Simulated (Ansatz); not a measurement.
`[OH][GeH2][SiH2][SiH3]` + H₂ → `[SiH3][SiH2][GeH3]` + H₂O at 400 K and 1 bar (hydrogenolysis of a Ge–O bond).

Calculated with Ansatz (gas phase, PBE0-D4/def2-TZVP geometries, no zero-point term in ΔE). CCSD(T)/CBS is the MP2 limit (def2-TZVPP, def2-QZVPP) plus CCSD(T) − MP2 in def2-TZVPP, frozen cores. This one scheme is used for every species. For Ge outer-core shells are correlated without core-valence functions, which leaves a few kJ/mol of doubt a bond. Scalar relativity is left out up to krypton. One conformer a species, not always the lowest.

```json
{"species": "`[OH][GeH2][SiH2][SiH3]`", "CCSD(T)/CBS energy (Eh)": "-2734.26561", "H − E (kJ/mol)": "229.0", "S (J/(mol·K))": "445.6"}
{"species": "H₂", "CCSD(T)/CBS energy (Eh)": "-1.17544", "H − E (kJ/mol)": "38.0", "S (J/(mol·K))": "139.0"}
{"species": "`[SiH3][SiH2][GeH3]`", "CCSD(T)/CBS energy (Eh)": "-2659.06477", "H − E (kJ/mol)": "206.5", "S (J/(mol·K))": "405.1"}
{"species": "H₂O", "CCSD(T)/CBS energy (Eh)": "-76.37941", "H − E (kJ/mol)": "69.8", "S (J/(mol·K))": "198.6"}
```

H − E and S are ideal-gas, rigid-rotor, harmonic terms from PBE0-D4/def2-TZVP, for one conformer and one mirror image of each species. The MP2-based limit puts H₂ 0.8 mEh under its directly extrapolated value; such offsets cancel only in part. 1 Eh = 2625.50 kJ/mol, R = 8.31446 J/(mol·K).

By hand: ΔE, ΔH, ΔS and ΔG.

ΔE = (-2659.06477) + (-76.37941) − (-2734.26561) − (-1.17544) = -0.00313 Eh = -8.2 kJ/mol. Δ(H − E) = 206.5 + 69.8 − 229.0 − 38.0 = 9.3, so ΔH = 1.1 kJ/mol. ΔS = 405.1 + 198.6 − 445.6 − 139.0 = 19.1 J/(mol·K). ΔG = 1.1 − 400 × (19.1)/1000 = -6.5 kJ/mol.

By hand: the equilibrium constant, and the temperature at which ΔG would vanish if ΔH and ΔS stayed fixed.

log₁₀ K = −ΔG/(RT ln 10) = 0.8. ΔG = 0 at ΔH/ΔS = 58 K, though so small a ΔH makes that figure unsure.

TΔS isn't small against ΔH here. A doubt of 5 kJ/mol in ΔE shifts log₁₀ K by 0.7 here. Other conformers and mirror images would add mixing entropy, several J/(mol·K) or more a flexible species. Modes under 60 cm⁻¹, often nearly free rotors, make the harmonic entropy too high. These are equilibria of isolated gas molecules and say nothing of rates. Largest T1 diagnostic: 0.013 (customary marks: 0.02 for closed shells, 0.045 for open ones).
